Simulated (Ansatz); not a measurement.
Cartesian coordinates in Å:
```
C -1.8158 1.6604 -0.6455
O -0.8601 1.9493 0.3553
Ga 0.3966 0.8016 0.8017
Br 1.8943 1.3191 2.4077
O 0.4475 -0.7508 -0.0395
Si 1.3433 -2.1218 -0.0293
H -1.7407 2.4061 -1.4427
H -1.6887 0.6674 -1.0897
H -2.8192 1.7182 -0.2131
H 1.3210 -2.7048 -1.3950
H 0.7698 -3.1032 0.9298
H 2.7519 -1.8414 0.3604
```

The species carries charge 0 and has multiplicity 1.

Question: List the CAM-B3LYP/def2-TZVPP orbital energies in eV (Ansatz). (Best estimate.)

Answer: The calculation gave: Occupied: -13141.16, -10140.75, -1801.41, -1702.65, -1534.41, -1534.35, -1534.34, -1252.29, -1109.62, -1109.50, -1109.47, -522.66, -522.63, -280.11, -238.73, -179.65, -179.46, -179.44, -152.80, -145.89, -106.30, -106.07, -105.99, -101.25, -101.20, -101.20, -73.98, -73.93, -73.91, -73.77, -73.77, -29.78, -29.19, -26.15, -26.01, -25.96, -25.82, -25.59, -23.28, -20.52, -17.15, -15.33, -14.21, -14.05, -13.94, -12.68, -12.57, -11.80, -10.61, -10.40, -10.35, -10.20, -10.07, -9.74. Lowest empty: -0.46, 0.31, 1.53, 2.32, 2.61, 2.66, 2.80, 3.24.
